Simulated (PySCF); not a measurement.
# Correlation energy of Ne³⁺ (neon, charge +3)

Starting occupation: [He] 2s2 2p3, 2p1/2 with m_j = -1/2, +1/2, 2p3/2 with m_j = +3/2. Computed with PySCF 2.14 in an even-tempered Gaussian basis (19 s from 0.21 bohr⁻², ratio 2.4; 11 p from 0.27 bohr⁻², ratio 2.4; 6 d from 2.1 bohr⁻², ratio 2.6; 5 f from 3.2 bohr⁻², ratio 2.6), with X2C-1e with screened-nucleus spin-orbit coupling, Gaussian nucleus. Frozen: nothing; 7 electrons correlated; the 30 highest virtual spinors left out.

MP2 pair energies summed by pair of shells (mhartree):

```json
{"pair": "2p-2s", "energy": "-73.89", "share (%)": "42.5"}
{"pair": "1s-1s", "energy": "-39.50", "share (%)": "22.7"}
{"pair": "2p-2p", "energy": "-25.34", "share (%)": "14.6"}
{"pair": "1s-2p", "energy": "-15.86", "share (%)": "9.1"}
{"pair": "2s-2s", "energy": "-11.63", "share (%)": "6.7"}
{"pair": "1s-2s", "energy": "-7.54", "share (%)": "4.3"}
```

Total MP2 correlation energy: -173.75 mhartree.

The GHF reference relaxed away from the jj start to a determinant that is no pure jj level (⟨S²⟩ = 3.75, ⟨J²⟩ = 3.75); the energies belong to that determinant.
